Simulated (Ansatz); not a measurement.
A short molecular-dynamics run on C$_{2}$H$_{4}$N$_{2}$Te (`C=NC(=N)[TeH]`).

```yaml
crystal:
  periodic: [false, false, false]
  atoms:
    - {symbol: C, position_ang: [0.696400, 0.691427, -1.077291]}
    - {symbol: N, position_ang: [-0.030656, -0.286464, -0.750481]}
    - {symbol: C, position_ang: [-0.175788, -0.633423, 0.586983]}
    - {symbol: N, position_ang: [0.556928, -1.405454, 1.261551]}
    - {symbol: Te, position_ang: [-1.909656, 0.131716, 1.541956]}
    - {symbol: H, position_ang: [1.210506, 1.326914, -0.349185]}
    - {symbol: H, position_ang: [0.819444, 0.923715, -2.133645]}
    - {symbol: H, position_ang: [1.345424, -1.743712, 0.708052]}
    - {symbol: H, position_ang: [-2.424205, 0.948883, 0.195060]}
basis:
  gaussian: {orbitals: def2-SVP}
magnetization: {spin_polarized: true, initial_magnetization: 0}
hamiltonian: {xc: {name: BLYP}}
md: {timestep: 0.5 fs, n_steps: 20, ensemble: nve, temperature: 1500, initial_velocities: maxwell_boltzmann, seed: 869}
```

```sh
$ ansatz run in.yaml --threads 4 --pin off --events-out ev --progress --plain --max-ram 10444MiB
```

```tsv
step	time (fs)	potential energy (eV)	kinetic (eV)	T (K)	conserved (eV)
0	0.0	-12403.5728	1.3572	1500	-12402.2155
1	0.5	-12403.5695	1.3537	1496	-12402.2158
2	1.0	-12403.5523	1.3365	1477	-12402.2158
3	1.5	-12403.5203	1.3046	1442	-12402.2157
4	2.0	-12403.4754	1.2600	1392	-12402.2155
5	2.5	-12403.4216	1.2064	1333	-12402.2152
6	3.0	-12403.3636	1.1487	1270	-12402.2149
7	3.5	-12403.3062	1.0916	1206	-12402.2147
8	4.0	-12403.2530	1.0385	1148	-12402.2145
9	4.5	-12403.2060	0.9915	1096	-12402.2145
10	5.0	-12403.1653	0.9506	1051	-12402.2146
11	5.5	-12403.1291	0.9143	1010	-12402.2148
12	6.0	-12403.0946	0.8795	972	-12402.2150
13	6.5	-12403.0582	0.8430	932	-12402.2152
14	7.0	-12403.0176	0.8024	887	-12402.2152
15	7.5	-12402.9725	0.7574	837	-12402.2151
16	8.0	-12402.9257	0.7110	786	-12402.2147
17	8.5	-12402.8827	0.6683	739	-12402.2143
18	9.0	-12402.8495	0.6354	702	-12402.2141
19	9.5	-12402.8301	0.6160	681	-12402.2141
20	10.0	-12402.8247	0.6103	675	-12402.2143
```

Velocities are drawn at the set temperature; a run this short doesn't reach equilibrium.

Frames (Å, forces in eV/Å):

```xyz
9
time=0.0 fs
C     0.696    0.691   -1.077    0.433    0.595   -0.402
N    -0.031   -0.286   -0.750   -0.735   -0.855   -0.096
C    -0.176   -0.633    0.587   -0.193    0.229   -0.488
N     0.557   -1.405    1.262    0.353   -0.698    1.078
Te   -1.910    0.132    1.542   -0.650    0.096    0.834
H     1.211    1.327   -0.349    0.316    0.418    0.370
H     0.819    0.924   -2.134    0.149    0.196   -0.613
H     1.345   -1.744    0.708    0.516   -0.245   -0.292
H    -2.424    0.949    0.195   -0.190    0.263   -0.391
9
time=0.5 fs
C     0.692    0.691   -1.074    0.744    0.887   -0.355
N    -0.038   -0.281   -0.752   -0.938   -1.186    0.152
C    -0.184   -0.632    0.591    0.034    0.103   -0.518
N     0.554   -1.405    1.271    0.500   -0.620    0.513
Te   -1.907    0.131    1.540   -0.764    0.132    0.953
H     1.217    1.313   -0.332    0.235    0.347    0.195
H     0.822    0.926   -2.131    0.135    0.208   -0.523
H     1.337   -1.737    0.687    0.235   -0.137    0.003
H    -2.441    0.940    0.197   -0.182    0.265   -0.420
9
time=1.0 fs
C     0.688    0.691   -1.070    1.060    1.172   -0.316
N    -0.045   -0.276   -0.754   -1.119   -1.478    0.374
C    -0.191   -0.630    0.595    0.270   -0.035   -0.537
N     0.550   -1.404    1.281    0.644   -0.535   -0.077
Te   -1.905    0.130    1.539   -0.895    0.185    1.055
H     1.223    1.299   -0.314    0.135    0.262   -0.003
H     0.826    0.928   -2.130    0.114    0.209   -0.391
H     1.330   -1.730    0.666   -0.044   -0.034    0.323
H    -2.458    0.931    0.199   -0.165    0.255   -0.428
9
time=1.5 fs
C     0.683    0.691   -1.067    1.360    1.427   -0.286
N    -0.052   -0.271   -0.755   -1.270   -1.723    0.567
C    -0.199   -0.629    0.599    0.511   -0.182   -0.547
N     0.547   -1.404    1.290    0.754   -0.435   -0.660
Te   -1.902    0.130    1.537   -1.042    0.255    1.140
H     1.230    1.287   -0.297    0.028    0.177   -0.208
H     0.829    0.931   -2.130    0.087    0.199   -0.231
H     1.323   -1.723    0.645   -0.288    0.050    0.639
H    -2.475    0.923    0.199   -0.140    0.233   -0.414
9
time=2.0 fs
C     0.680    0.691   -1.064    1.628    1.630   -0.262
N    -0.060   -0.267   -0.756   -1.383   -1.912    0.730
C    -0.207   -0.627    0.603    0.751   -0.333   -0.550
N     0.544   -1.404    1.300    0.813   -0.314   -1.209
Te   -1.900    0.129    1.536   -1.206    0.340    1.207
H     1.237    1.274   -0.280   -0.078    0.100   -0.404
H     0.833    0.935   -2.130    0.056    0.183   -0.058
H     1.314   -1.717    0.627   -0.475    0.108    0.926
H    -2.493    0.916    0.198   -0.107    0.200   -0.380
9
time=2.5 fs
C     0.676    0.691   -1.060    1.846    1.766   -0.241
N    -0.068   -0.263   -0.758   -1.451   -2.039    0.860
C    -0.214   -0.625    0.607    0.988   -0.484   -0.550
N     0.542   -1.404    1.309    0.815   -0.175   -1.704
Te   -1.898    0.129    1.534   -1.385    0.438    1.261
H     1.244    1.262   -0.264   -0.174    0.038   -0.580
H     0.837    0.939   -2.131    0.021    0.162    0.114
H     1.305   -1.710    0.610   -0.596    0.136    1.170
H    -2.511    0.909    0.196   -0.065    0.158   -0.330
9
time=3.0 fs
C     0.673    0.692   -1.057    2.002    1.825   -0.218
N    -0.076   -0.259   -0.759   -1.469   -2.102    0.958
C    -0.222   -0.624    0.611    1.216   -0.629   -0.548
N     0.539   -1.403    1.318    0.762   -0.020   -2.134
Te   -1.895    0.128    1.533   -1.576    0.545    1.303
H     1.250    1.251   -0.249   -0.255   -0.004   -0.727
H     0.841    0.943   -2.131   -0.014    0.140    0.271
H     1.294   -1.702    0.596   -0.649    0.135    1.361
H    -2.529    0.902    0.194   -0.017    0.109   -0.265
9
time=3.5 fs
C     0.670    0.694   -1.054    2.089    1.802   -0.190
N    -0.085   -0.256   -0.760   -1.435   -2.100    1.024
C    -0.229   -0.623    0.614    1.431   -0.766   -0.549
N     0.536   -1.403    1.327    0.658    0.146   -2.488
Te   -1.893    0.127    1.531   -1.778    0.660    1.337
H     1.256    1.239   -0.236   -0.315   -0.025   -0.838
H     0.845    0.947   -2.131   -0.049    0.119    0.404
H     1.282   -1.695    0.585   -0.637    0.107    1.491
H    -2.547    0.896    0.191    0.037    0.057   -0.191
9
time=4.0 fs
C     0.668    0.695   -1.051    2.102    1.697   -0.153
N    -0.093   -0.253   -0.760   -1.350   -2.037    1.061
C    -0.236   -0.622    0.618    1.631   -0.890   -0.553
N     0.534   -1.403    1.335    0.507    0.318   -2.760
Te   -1.891    0.127    1.530   -1.986    0.778    1.366
H     1.261    1.227   -0.225   -0.354   -0.026   -0.911
H     0.849    0.952   -2.129   -0.083    0.102    0.505
H     1.268   -1.687    0.578   -0.562    0.055    1.557
H    -2.565    0.889    0.187    0.094    0.003   -0.112
9
time=4.5 fs
C     0.666    0.697   -1.048    2.041    1.514   -0.107
N    -0.102   -0.250   -0.761   -1.215   -1.917    1.071
C    -0.242   -0.621    0.621    1.814   -1.000   -0.563
N     0.532   -1.403    1.343    0.313    0.493   -2.945
Te   -1.889    0.126    1.528   -2.198    0.897    1.395
H     1.265    1.214   -0.216   -0.368   -0.006   -0.943
H     0.852    0.957   -2.127   -0.112    0.089    0.569
H     1.253   -1.679    0.575   -0.428   -0.020    1.554
H    -2.583    0.883    0.183    0.153   -0.049   -0.031
9
time=5.0 fs
C     0.665    0.700   -1.045    1.909    1.262   -0.054
N    -0.111   -0.247   -0.761   -1.036   -1.750    1.058
C    -0.248   -0.620    0.624    1.976   -1.093   -0.580
N     0.529   -1.402    1.350    0.079    0.668   -3.039
Te   -1.886    0.126    1.527   -2.410    1.014    1.425
H     1.269    1.202   -0.209   -0.357    0.031   -0.932
H     0.856    0.963   -2.123   -0.138    0.082    0.593
H     1.237   -1.671    0.576   -0.236   -0.115    1.480
H    -2.600    0.877    0.179    0.212   -0.099    0.047
9
time=5.5 fs
C     0.663    0.702   -1.041    1.710    0.951    0.004
N    -0.120   -0.245   -0.762   -0.818   -1.544    1.027
C    -0.254   -0.619    0.627    2.119   -1.170   -0.605
N     0.527   -1.402    1.357   -0.192    0.844   -3.037
Te   -1.884    0.125    1.525   -2.619    1.126    1.459
H     1.271    1.190   -0.205   -0.320    0.085   -0.879
H     0.859    0.968   -2.117   -0.158    0.081    0.577
H     1.220   -1.663    0.580    0.010   -0.229    1.331
H    -2.617    0.870    0.176    0.269   -0.145    0.121
9
time=6.0 fs
C     0.663    0.705   -1.038    1.452    0.593    0.062
N    -0.130   -0.243   -0.762   -0.570   -1.310    0.982
C    -0.259   -0.619    0.630    2.241   -1.229   -0.639
N     0.525   -1.401    1.363   -0.498    1.016   -2.939
Te   -1.882    0.125    1.524   -2.823    1.233    1.500
H     1.273    1.179   -0.203   -0.258    0.154   -0.783
H     0.861    0.974   -2.111   -0.173    0.087    0.522
H     1.203   -1.656    0.587    0.306   -0.359    1.110
H    -2.634    0.863    0.172    0.323   -0.184    0.186
9
time=6.5 fs
C     0.662    0.708   -1.035    1.143    0.200    0.117
N    -0.139   -0.242   -0.762   -0.298   -1.057    0.927
C    -0.264   -0.619    0.633    2.343   -1.273   -0.682
N     0.522   -1.400    1.369   -0.830    1.183   -2.755
Te   -1.880    0.124    1.523   -3.018    1.331    1.547
H     1.274    1.167   -0.203   -0.172    0.233   -0.648
H     0.863    0.980   -2.103   -0.183    0.100    0.429
H     1.187   -1.650    0.597    0.641   -0.500    0.822
H    -2.649    0.856    0.169    0.372   -0.218    0.242
9
time=7.0 fs
C     0.662    0.711   -1.032    0.796   -0.212    0.164
N    -0.149   -0.240   -0.761   -0.011   -0.796    0.866
C    -0.268   -0.619    0.636    2.427   -1.302   -0.737
N     0.520   -1.399    1.374   -1.171    1.338   -2.501
Te   -1.878    0.124    1.521   -3.202    1.421    1.602
H     1.275    1.156   -0.204   -0.064    0.320   -0.477
H     0.865    0.986   -2.094   -0.189    0.119    0.305
H     1.173   -1.645    0.608    0.997   -0.644    0.489
H    -2.664    0.848    0.167    0.416   -0.244    0.288
9
time=7.5 fs
C     0.662    0.714   -1.029    0.424   -0.628    0.203
N    -0.158   -0.239   -0.761    0.284   -0.535    0.802
C    -0.272   -0.620    0.638    2.494   -1.318   -0.802
N     0.517   -1.398    1.379   -1.493    1.472   -2.210
Te   -1.876    0.123    1.520   -3.373    1.501    1.665
H     1.275    1.146   -0.206    0.059    0.409   -0.279
H     0.867    0.993   -2.084   -0.190    0.143    0.156
H     1.161   -1.641    0.621    1.343   -0.782    0.144
H    -2.677    0.840    0.165    0.452   -0.263    0.321
9
time=8.0 fs
C     0.662    0.716   -1.026    0.042   -1.033    0.233
N    -0.168   -0.238   -0.760    0.580   -0.280    0.738
C    -0.276   -0.620    0.641    2.545   -1.323   -0.878
N     0.514   -1.397    1.384   -1.760    1.571   -1.930
Te   -1.874    0.123    1.519   -3.529    1.571    1.736
H     1.276    1.137   -0.209    0.190    0.494   -0.068
H     0.867    1.000   -2.074   -0.190    0.169   -0.006
H     1.152   -1.640    0.635    1.639   -0.896   -0.166
H    -2.690    0.831    0.164    0.482   -0.276    0.342
9
time=8.5 fs
C     0.662    0.719   -1.023   -0.329   -1.408    0.256
N    -0.177   -0.237   -0.759    0.871   -0.038    0.675
C    -0.279   -0.621    0.643    2.581   -1.317   -0.966
N     0.511   -1.395    1.388   -1.927    1.618   -1.712
Te   -1.873    0.122    1.518   -3.669    1.631    1.815
H     1.277    1.129   -0.212    0.317    0.568    0.141
H     0.868    1.007   -2.064   -0.189    0.196   -0.170
H     1.147   -1.640    0.648    1.841   -0.969   -0.389
H    -2.701    0.821    0.164    0.504   -0.281    0.350
9
time=9.0 fs
C     0.662    0.721   -1.019   -0.670   -1.739    0.276
N    -0.187   -0.236   -0.759    1.152    0.187    0.615
C    -0.281   -0.623    0.645    2.602   -1.300   -1.066
N     0.507   -1.393    1.392   -1.957    1.598   -1.598
Te   -1.871    0.122    1.517   -3.790    1.680    1.901
H     1.279    1.122   -0.215    0.426    0.620    0.329
H     0.868    1.015   -2.054   -0.190    0.218   -0.321
H     1.147   -1.643    0.660    1.910   -0.986   -0.480
H    -2.712    0.810    0.164    0.517   -0.279    0.345
9
time=9.5 fs
C     0.662    0.723   -1.016   -0.959   -2.010    0.297
N    -0.196   -0.235   -0.758    1.420    0.392    0.559
C    -0.283   -0.624    0.647    2.606   -1.273   -1.176
N     0.503   -1.390    1.395   -1.829    1.501   -1.606
Te   -1.869    0.122    1.515   -3.892    1.719    1.992
H     1.282    1.117   -0.217    0.503    0.646    0.475
H     0.867    1.023   -2.045   -0.196    0.234   -0.444
H     1.151   -1.648    0.670    1.826   -0.937   -0.424
H    -2.721    0.799    0.166    0.521   -0.271    0.327
9
time=10.0 fs
C     0.661    0.724   -1.013   -1.179   -2.208    0.323
N    -0.205   -0.233   -0.757    1.671    0.572    0.506
C    -0.284   -0.626    0.648    2.591   -1.234   -1.296
N     0.499   -1.388    1.398   -1.548    1.326   -1.721
Te   -1.868    0.122    1.514   -3.974    1.746    2.090
H     1.286    1.114   -0.218    0.536    0.638    0.563
H     0.866    1.032   -2.037   -0.208    0.238   -0.527
H     1.159   -1.656    0.680    1.595   -0.823   -0.234
H    -2.728    0.788    0.168    0.516   -0.257    0.296
```

Hardware: 4 threads of an Arm Neoverse V2 on a shared host. Wall time 30 s, peak host memory 0.18 GiB.
